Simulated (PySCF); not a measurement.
**HfO2, singlet: structure and spectrum**

Method: PBE0 in PySCF with Hf def2-TZVP with ECP60, O def2-TZVP; scalar-relativistic core potentials, no spin–orbit coupling; density-fitted integrals.

The structure is a minimum.

Coordinates in bohr (charge 0 multiplicity 1):
```
Hf    0.0000   -0.2970    0.0000
O     0.0000    1.6816    2.7113
O     0.0000    1.6816   -2.7113
```

* Point group: C2v
* Bond lengths: Hf–O 1.776 Å (×2)
* Bond angles: O–Hf–O 107.8°
* Entropy at 298.15 K and 1 bar: 276.1 J/(mol K)
* Lowest empty level: -3.40 eV
* Zero-point energy: 12.4 kJ/mol
* Heat capacity Cp at 298.15 K: 44.6 J/(mol K)
* Principal polarisabilities: 24.7, 40.1, 53.0 bohr³
* Enthalpy at 298.15 K above 0 K: 11.32 kJ/mol
* Atomisation energy without zero-point energy: 1302 kJ/mol
* Rotational constants: 0.5661, 0.256, 0.1763 cm⁻¹
* Rotational symmetry number: 2
* Highest occupied level: -6.71 eV
* Dipole moment: 8.10 D
* Principal quadrupole moments (Buckingham, traceless) about the centre of mass: -14.55, 2.12, 12.44 D Å

Harmonic modes (masses in u: Hf 179.947, O 15.995):
| symmetry | ω (cm⁻¹) | IR (km/mol) |
| --- | --- | --- |
| a1 | 300 | 7.9 |
| b2 | 848 | 261 |
| a1 | 932 | 40.1 |

In C2v the vibrations span 2a1 + b2. Here b1 is antisymmetric to the molecular plane and b2 lies in it.

Charges (e):
```tsv
atom	Mulliken	Löwdin	polar tensor	Mayer order to Hf1
Hf1	1.20	0.76	1.81	–
O2,3	-0.60	-0.38	-0.90	2.10
```

Mulliken populations on Hf1 (electrons outside its core potential): s 2.22, p 6.21, d 2.25, f 0.12.

Outer orbital energies (eV). occupied: -23.13, -22.63, -8.87, -8.45, -8.32, -7.91, -7.72, -6.71; empty: -3.40, -1.51, -1.35, 0.29.

Formally Hf is in oxidation state +4, d0. A d0 centre has no lone pair, yet it is C2v rather than linear: covalent bonding through the d orbitals favours lower symmetry. The polar-tensor charge on Hf, 1.81, is far below the formal one.

This need not be the most stable arrangement of these atoms. With an element this heavy the missing spin–orbit coupling can shift these numbers.

The final relaxation and frequency run took of the order of 50 core-seconds on a shared host.
